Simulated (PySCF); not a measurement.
GaF, SMILES [Ga][F] (connectivity only; charge and spin as stated), neutral, multiplicity 1. Heavy atoms are numbered as in [Ga:1][F:2].

The structure is a stationary point at B3LYP-D3(BJ)/def2-TZVPD.

Calculation: r2SCAN/def2-TZVPD in PySCF.

Mulliken values depend strongly on the basis, most of all with diffuse functions as here. ESP charges are fitted to the potential on shells at 1.4 to 2.0 van der Waals radii. Atomic charges (e), one atom of each kind:

| atom | Mulliken | ESP fit | IAO |
|---|---|---|---|
| Ga1 | 0.34 | [?] | 0.55 |
| F2 | -0.34 | [?] | -0.55 |

Problem. Some entries are withheld; supply them. (An estimate is asked for; the answer gives what the named calculation found.)

Solution. 
- Ga1, ESP fit: 0.30
- F2, ESP fit: -0.30
